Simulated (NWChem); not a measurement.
System: CH6O2Si2; SMILES O=C[Si@@H](O)[SiH3]

```xyz
11

O      1.3899     1.9954    -0.0301
C      0.2352     1.7170    -0.2983
Si    -0.5727     0.1055     0.3839
O     -2.0821     0.0562    -0.3411
Si     0.8140    -1.7313    -0.1202
H     -0.3686     2.3989    -0.9467
H     -0.6754     0.2624     1.8665
H     -2.6614    -0.6888    -0.1299
H      1.1438    -1.7657    -1.5712
H      2.0757    -1.6542     0.6636
H      0.1199    -3.0059     0.2257
```
Atoms are numbered in this order, from 1.

Results from NWChem. Pople sets run with spherical d functions. The geometry was optimised at B3LYP/6-31G* (spherical d). Atomic charges in e: unrestrained fits to the electrostatic potential beside Mulliken populations; buried atoms are poorly determined by the fit.

For level Hartree-Fock/6-31G*:

```
Property      Result
------------  ------
Mulliken O1    -0.48
ESP Si3         0.63
Mulliken Si3    0.88
ESP O4         -0.79
Mulliken O4    -0.90
Mulliken Si5    0.35
```

Problem. Estimate the same quantities for level B3LYP/def2-SVP.

Solution. 
| Quantity | Result |
|---|---|
| Mulliken O1 | -0.22 |
| ESP Si3 | 0.50 |
| Mulliken Si3 | 0.49 |
| ESP O4 | -0.67 |
| Mulliken O4 | -0.40 |
| Mulliken Si5 | 0.20 |
